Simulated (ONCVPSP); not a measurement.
fluorine: excitation energies, all-electron against ONCV

fluorine, optimised norm-conserving Vanderbilt (ONCV), made with ONCVPSP 4.0.1 (PBEsol, scalar-relativistic). Core [He], reference 2s2 2p3.5 (charge +1.5). Waves: 2s: rc 0.70 bohr, ncon 3, nbas 7, qcut 10.7 1/bohr, 1 projector; 2p: rc 1.50 bohr, ncon 4, nbas 8, qcut 10.8 1/bohr, 2 projectors, debl 1.9 Ha. Local part: polynomial inside 0.45 bohr (lpopt 5, dvloc0 0 Ha). Core correction: Teter function, fcfact 3.75, rcfact 1.45.

Energies are relative to the spin-unpolarised reference configuration 2s2 2p3.5; without spin polarisation the order of configurations can differ from experiment.

Problem. Give the all-electron excitation energy and the error of the potential for: 2s2 2p5; 2s2 2p4; 2s2 2p3; 2s1 2p6.

Solution.

| valence configuration | charge | ΔE all-electron (eV) | error AE − PS (meV) |
| --- | --- | --- | --- |
| 2s2 2p5 | 0 | -35.873 | +117 |
| 2s2 2p4 | +1 | -16.556 | +23 |
| 2s2 2p3 | +2 | 21.722 | +33 |
| 2s1 2p6 | 0 | -17.177 | +286 |

Levels in the configuration 2s2 2p3:

```json
{"level": "2s", "all-electron (eV)": "-67.754", "pseudo (eV)": "-67.718"}
{"level": "2p", "all-electron (eV)": "-48.877", "pseudo (eV)": "-48.727"}
```
